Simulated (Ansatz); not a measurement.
`FC[O][ZnH]`. Charge 0, multiplicity 1. The structure was optimised at the PBE0-D4/def2-TZVP level. It is one conformer, not always the lowest.

```xyz
7

F     1.020    0.822    0.149
C     0.822   -0.586    0.021
O    -0.492   -0.830   -0.106
Zn   -1.504    0.672   -0.070
H     1.402   -0.874   -0.865
H     1.254   -1.017    0.933
H    -2.501    1.812   -0.062
```

Task: What is the dipole moment at B3LYP/def2-TZVPP? (Estimate.)

Result: Computed: 0.31 D, with components (-0.22, -0.21, -0.03) D in this frame, pointing from negative to positive charge.

Task: And with PBE, r2SCAN, ωB97M-V? (Estimate.)

Result: Ansatz gave: PBE 0.27 D, r2SCAN 0.30 D, ωB97M-V 0.30 D.

Task: Give the Mulliken charges with B3LYP, ωB97M-V, r2SCAN in def2-TZVPP. (Estimate.)

Result: The calculation gave: 
```json
{"atom": "F1", "B3LYP": "-0.29", "ωB97M-V": "-0.27", "r2SCAN": "-0.28"}
{"atom": "C2", "B3LYP": "0.21", "ωB97M-V": "0.18", "r2SCAN": "0.32"}
{"atom": "O3", "B3LYP": "-0.46", "ωB97M-V": "-0.48", "r2SCAN": "-0.49"}
{"atom": "Zn4", "B3LYP": "0.43", "ωB97M-V": "0.43", "r2SCAN": "0.44"}
{"atom": "H5", "B3LYP": "0.10", "ωB97M-V": "0.10", "r2SCAN": "0.05"}
{"atom": "H6", "B3LYP": "0.10", "ωB97M-V": "0.10", "r2SCAN": "0.05"}
{"atom": "H7", "B3LYP": "-0.09", "ωB97M-V": "-0.06", "r2SCAN": "-0.09"}
```

B3LYP here is the variant with VWN-RPA as its local correlation; programs differ in this.
